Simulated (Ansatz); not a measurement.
System: trifluoromethylboronic acid, CH₂BF₃O₂, net charge 0, singlet state. SMILES: FC(F)(F)B(O)O
Coordinates optimised at B3LYP-D3(BJ)/def2-TZVP (Ansatz, a quantum-chemistry and plane-wave program):
```xyz
9

O     -1.1700     1.4440    -0.7618
B     -0.9302     0.3113    -0.0721
O     -1.9169    -0.4040     0.5180
C      0.6099    -0.1762     0.0295
F      0.7095    -1.3318     0.7528
F      1.4023     0.7288     0.6424
F      1.1549    -0.4325    -1.1788
H     -2.1014     1.6924    -0.7937
H     -1.6116    -1.1929     0.9796
```

Property: vertical ionisation energy (to the doublet state of charge +1; each state is the SCF solution reached for its spin), in eV. Valence correlation only, unless marked. Open shells are spin-unrestricted. No spin-orbit coupling. Non-relativistic. 

```csv
level,program,vertical ionisation energy (eV)
HF/aug-cc-pVDZ,Ansatz,13.01
HF/aug-cc-pVTZ,Ansatz,12.95
HF/aug-cc-pVQZ,Ansatz,12.06
SVWN5/def2-TZVPD,Ansatz,11.88
PBE/def2-TZVPD,Ansatz,11.64
r2SCAN/def2-TZVPD,Ansatz,11.91
B3LYP/def2-TZVPD,Ansatz,12.34
PBE0/def2-TZVPD,Ansatz,12.35
BHLYP/def2-TZVPD,Ansatz,12.91
CAM-B3LYP/def2-TZVPD,Ansatz,12.71
wB97M-V/def2-TZVPD,Ansatz,12.64
wB97X-V/def2-TZVPD,Ansatz,12.65
B2PLYP/def2-TZVPD,Ansatz,12.92
MP2/aug-cc-pVDZ,Ansatz,12.75
MP2/aug-cc-pVTZ,Ansatz,12.88
SCS-MP2/aug-cc-pVDZ,Ansatz,12.88
SCS-MP2/aug-cc-pVTZ,Ansatz,13.02
CCSD/aug-cc-pVDZ,Ansatz,12.94
CCSD/aug-cc-pVTZ,Ansatz,13.08
CCSD(T)/aug-cc-pVTZ,Ansatz,12.89
```
